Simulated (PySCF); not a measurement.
Species: sum formula AlN$_{2}$H$_{5}$, charge 0, multiplicity 1. SMILES: [NH2][AlH][NH2]
Coordinates optimised at B3LYP-D3(BJ)/def2-TZVP (Ansatz):
```xyz
8

N      1.4891    -0.4432     0.3307
Al     0.0168     0.4821    -0.0152
N     -1.5170    -0.3587    -0.3054
H      1.5647    -1.4464     0.3856
H      2.3869    -0.0195     0.5032
H      0.0715     2.0535    -0.0648
H     -2.3836     0.1147    -0.5062
H     -1.6623    -1.3557    -0.2972
```

Dispersion corrections to the total energy (kcal/mol) from the dftd3 and dftd4 libraries through PySCF: D3(BJ) without and D4 with the three-body term, each with the damping fitted for the functional named.

```json
[
 {"functional": "BP86", "D3(BJ)": "?", "D4": "-3.29"},
 {"functional": "BHLYP", "D3(BJ)": "-3.69", "D4": "-3.06"},
 {"functional": "r2SCAN", "D3(BJ)": "-0.70", "D4": "-0.59"},
 {"functional": "BLYP", "D3(BJ)": "-5.53", "D4": "-5.46"},
 {"functional": "TPSS", "D3(BJ)": "?", "D4": "-3.33"},
 {"functional": "B2GP-PLYP", "D3(BJ)": "-1.95", "D4": "-1.03"},
 {"functional": "CAM-B3LYP", "D3(BJ)": "?", "D4": "-2.10"}
]
```

Problem. Complete the blanks.

Solution. 
- BP86, D3(BJ): -4.17
- TPSS, D3(BJ): -3.22
- CAM-B3LYP, D3(BJ): -2.04
